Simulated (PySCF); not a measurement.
## AsC⁺: from constants to spectrum

PBE constants of AsC⁺, ³Π (triplet), unpaired electrons σ ↑, π ↑ (As aug-cc-pVDZ-PP with ECP10, C aug-cc-pVDZ; scalar-relativistic core potentials (PySCF 2.14); masses 74.9216 and 12.0000 u):

| Property | Result |
| --- | --- |
| ωe | 878.5 cm⁻¹ |
| ωexe | 5.3 cm⁻¹ |
| Be | 0.5205 cm⁻¹ |
| αe | 0.00401 cm⁻¹ |
| De to As⁺ + C | 4.50 eV |

Q: What force constant and bond length do these constants imply?

A: Reduced mass μred = 10.343 u; k = 5.8918×10⁻⁷·μred·ωe² (u, cm⁻¹, mdyn/Å) = 4.70 mdyn/Å; Re = √(16.8576/(μred·Be)) (u, cm⁻¹, Å) = 1.770 Å.

Q: Estimate the centrifugal constant D from the Kratzer relation and find the Dunham coefficient a1.

A: D = 4Be³/ωe² = 7.31e-07 cm⁻¹; a1 = −1 − αeωe/(6Be²) = -3.17.

Spin–orbit coupling is left out. For an ion De counts to the pair picked by the measured ionisation energies or electron affinities, which need not be the lowest pair at this level. The state was picked by a PBE0 search and need not be the measured ground state.
